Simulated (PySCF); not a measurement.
# Correlation energy of Pd²⁺ (palladium, charge +2)

[Kr] 4d8, high-spin 3F determinant. Calculation: PySCF 2.14, in ANO-RCC-VTZP (7s6p4d2f1g, 68 functions); scalar relativity by spin-free X2C-1e. Frozen: [Kr]; 8 electrons correlated.

| level | correlation energy (mhartree) |
| --- | --- |
| CCSD | -210.62 |
| (T) | -5.12 |
| CCSD(T) | -215.74 |

Diagnostics: T1 = 0.0018, D1 = 0.0026, largest double amplitude 0.016.

Q: Is a single reference adequate?

A: Yes, within this model without spin-orbit coupling: T1 lies below 0.03 and no double amplitude reaches 0.07.
